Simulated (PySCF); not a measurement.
KBe⁺: frontier orbitals

r²SCAN at R = 3.519 Å; PySCF, no relativity, basis sets K pcseg-1, Be pcseg-1. State: ¹Σ⁺ (singlet), closed shell. Only the outer orbitals are listed, counted within each symmetry.

```tsv
orbital	occ.	ε (eV)	on K (%)	main shells (%)
5σ	2	-41.86	100	100 K s
2π	2	-25.04	100	100 K p
2π	2	-25.04	100	100 K p
6σ	2	-25.00	100	100 K p
7σ	2	-9.93	6	93 Be s
8σ	0	-6.15	22	73 Be p, 17 K s
3π	0	-5.71	7	93 Be p
3π	0	-5.71	7	93 Be p
```

Task: Which are the highest filled and the lowest empty level, where do they sit, and how wide is the gap?

Result: Highest filled 7σ at -9.93 eV (in %: 93 Be s); lowest empty 8σ at -6.15 eV (in %: 73 Be p, 17 K s); the gap at r²SCAN is 3.78 eV.

| Property | Result |
| --- | --- |
| bond order (Mayer) | 0.22 |
| ⟨S²⟩ | 0.000 |
| charge on K (Mulliken, basis-dependent) | 0.89 |
| charge on K (Löwdin, basis-dependent) | 0.71 |
| dipole moment (positive dipole points towards Be; it is taken about the centre of mass and depends on that origin) | -0.67 D |

Closed-shell solutions of metal pairs were not tested for spin polarisation, which can lower them a little.
